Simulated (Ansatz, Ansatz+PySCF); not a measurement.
```xyz
36

C     1.2345    0.7127    0.0000
C     0.0000    1.4255    0.0000
C    -1.2345    0.7127    0.0000
C    -1.2345   -0.7127    0.0000
C     0.0000   -1.4255    0.0000
C     1.2345   -0.7127    0.0000
C     3.6798    0.6855    0.0000
C     2.4631    1.4221    0.0000
C     2.4631   -1.4221    0.0000
C     3.6798   -0.6855    0.0000
C    -2.4631    1.4221    0.0000
C    -3.6798    0.6855    0.0000
C    -3.6798   -0.6855    0.0000
C    -2.4631   -1.4221    0.0000
C     2.4336    2.8440    0.0000
C     1.2462    3.5295    0.0000
C     0.0000    2.8441    0.0000
C    -1.2462    3.5295    0.0000
C    -2.4336    2.8440    0.0000
C    -2.4336   -2.8440    0.0000
C    -1.2462   -3.5295    0.0000
C     0.0000   -2.8441    0.0000
C     1.2462   -3.5295    0.0000
C     2.4336   -2.8440    0.0000
H     4.6248    1.2350    0.0000
H     4.6248   -1.2350    0.0000
H    -4.6248    1.2350    0.0000
H    -4.6248   -1.2350    0.0000
H     3.3820    3.3877    0.0000
H     1.2428    4.6227    0.0000
H    -1.2428    4.6227    0.0000
H    -3.3820    3.3877    0.0000
H    -3.3820   -3.3877    0.0000
H    -1.2428   -4.6227    0.0000
H     1.2428   -4.6227    0.0000
H     3.3820   -3.3877    0.0000
```

Basis set: def2-SVP (spherical functions). Left uncorrelated: 24 orbitals. Charge 0, multiplicity 1.

Computed with Ansatz (development build ahead of 0.2.0); each method stands on the lowest determinant of its kind that the runs found. Restricted open shells among the atoms or ions are ROHF, correlated in semicanonical orbitals with singles.

The atomization energy at this shape (free ground-state atoms in the same class of orbitals less the molecule, no zero-point energy) of singlet C₂₄H₁₂:

| method | atomization energy |
| --- | --- |
| RHF-MP2 | 208.67 eV |

(1) What does RHF give?

Answers

(1) 160.26 eV.
